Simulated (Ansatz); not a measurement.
Reaction (cleavage of the Si–Si bond): `O[SiH](O)[SiH3]` + `C[SiH](F)S` → `C[SiH](F)S[SiH](O)O` + SiH₄

Computed with Ansatz on PBE0-D4/def2-TZVP structures; ΔE is electronic, products minus reactants. CCSD(T)/CBS is the MP2 limit (def2-TZVPP, def2-QZVPP) plus CCSD(T) − MP2 in def2-TZVPP, frozen cores. This one scheme is used for every species. DFT in def2-TZVPP. Each species was taken in one conformer, which may not be the lowest.

| level | ΔE (eV) |
| --- | --- |
| ωB97M-V | -1.03 |
| SCS-MP2/def2-TZVPP | -1.03 |

(1) What does CCSD(T)/CBS give? (Estimate.)

Largest T1 diagnostic among the species: 0.013.

Results:

(1) Computed: -0.98 eV. The listed levels differ from it by -0.05, -0.05 eV.

The D4 term adds −0.10 eV with B3LYP and −0.06 eV with PBE0; it sums over pairs of atoms, weighted by their polarisabilities, and B3LYP, whose exchange is more repulsive, gets the larger term. From PBE to PBE0 (25 % exact exchange), in def2-TZVPP and without D4, ΔE moves by −0.05 eV.

B3LYP here is the variant with VWN-RPA as its local correlation; programs differ in this.
